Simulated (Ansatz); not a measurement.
Cs₄F₃, relaxed as a doublet with UKS PBE-D4/def2-SVP in Ansatz, starting from the GFN1-xTB geometry. Force threshold 0.02 eV/Å.

In the def2 sets Cs takes a core potential; there is no spin–orbit coupling. Another isomer (doublet) lies 0.50 eV lower at PBE0-D4/def2-TZVP; other spin states weren't run for this one.

Start:

| atom | x (Å) | y (Å) | z (Å) |
| --- | --- | --- | --- |
| Cs1 | -0.9725 | 1.5347 | -1.5858 |
| Cs2 | -2.1401 | -2.1649 | -0.1441 |
| Cs3 | -0.1291 | 0.4601 | 2.5349 |
| Cs4 | 2.5015 | -0.5361 | -0.5000 |
| F5 | 1.3659 | 0.9961 | -2.1186 |
| F6 | 2.0132 | -0.4953 | 1.9836 |
| F7 | -2.6389 | 0.2054 | -0.1701 |

```tsv
step	energy (eV)	largest force component (eV/Å)	SCF passes
1	-10336.8860	1.348	19
2	-10337.5179	0.465	24
3	-10337.7824	0.430	23
4	-10337.9530	0.399	20
5	-10338.0779	0.279	24
6	-10338.1436	0.116	24
7	-10338.1595	0.030	20
8	-10338.1640	0.030	19
9	-10338.1673	0.051	20
10	-10338.1688	0.095	19
11	-10338.1722	0.121	19
12	-10338.1774	0.107	20
13	-10338.1841	0.075	20
14	-10338.1903	0.053	20
15	-10338.1947	0.056	20
16	-10338.1979	0.078	20
17	-10338.2006	0.071	18
18 (rejected)	-10338.1983	0.085	20
19	-10338.2043	0.029	19
20	-10338.2060	0.041	18
21	-10338.2080	0.029	19
22	-10338.2093	0.030	20
23	-10338.2096	0.020	19
24	-10338.2096	0.016	18
```

Force components are those of the run's own axes.

End:

```xyz
7

Cs   -0.900    0.539   -2.250
Cs   -4.421   -1.190    0.289
Cs   -0.237   -0.824    2.332
Cs    3.580    0.938   -0.240
F     1.640    1.067   -1.999
F     2.178   -0.049    1.747
F    -1.841   -0.481    0.121
```

Bonds lost: Cs2–Cs4 (atoms count from 1).

The force fell under the threshold at step 23, but the optimiser went on. No frequencies were taken in this run, so the end may be a saddle point.

Hardware: 4 threads of Arm Neoverse V2 on a shared host. Wall time 81 s.
